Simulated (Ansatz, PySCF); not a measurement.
Isomers of CH7FSi2: 1 is [SiH2](F)C[SiH3], 2 is [SiH2](F)[SiH2]C; one conformer of each (the lowest of an xTB search), B3LYP-D3(BJ)/def2-TZVP minima.
Isomer 1 (charge 0, multiplicity 1):
```xyz
11

F     -1.894     1.239     0.582
Si    -1.582    -0.218    -0.028
C      0.144    -0.236    -0.715
Si     1.500     0.333     0.460
H     -2.597    -0.477    -1.072
H     -1.719    -1.198     1.071
H      0.181     0.375    -1.621
H      0.363    -1.266    -1.020
H      2.834     0.093    -0.140
H      1.411    -0.422     1.733
H      1.359     1.777     0.749
```
Isomer 2 (charge 0, multiplicity 1):
| atom | x (Å) | y (Å) | z (Å) |
|---|---|---|---|
| C | -1.6593 | -0.3634 | 0.3721 |
| Si | -0.2980 | 0.8089 | -0.1930 |
| Si | 1.7633 | -0.3149 | -0.1871 |
| F | 2.9465 | 0.6737 | -0.6677 |
| H | -1.7329 | -1.2262 | -0.2922 |
| H | -2.6262 | 0.1427 | 0.3755 |
| H | -1.4665 | -0.7287 | 1.3823 |
| H | -0.5787 | 1.3054 | -1.5639 |
| H | -0.2167 | 1.9825 | 0.7130 |
| H | 2.1148 | -0.8021 | 1.1699 |
| H | 1.7539 | -1.4779 | -1.1088 |

No zero-point or thermal terms.

Codes used: Ansatz (a program for electronic structure); PySCF for the dispersion terms. Values without a source in brackets are computed.

Question: One of these levels gives 13.9 kJ/mol for the electronic energy of isomer 2 less that of isomer 1. Name it.
(A) revPBE/def2-TZVPP
(B) BLYP-D4/def2-TZVPP
(C) BHLYP-D4/def2-TZVPP
(D) SVWN5/def2-TZVPP

Answer: B, BLYP-D4/def2-TZVPP. The others give 12.1 (SVWN5/def2-TZVPP), 3.3 (revPBE/def2-TZVPP), 22.4 (BHLYP-D4/def2-TZVPP)
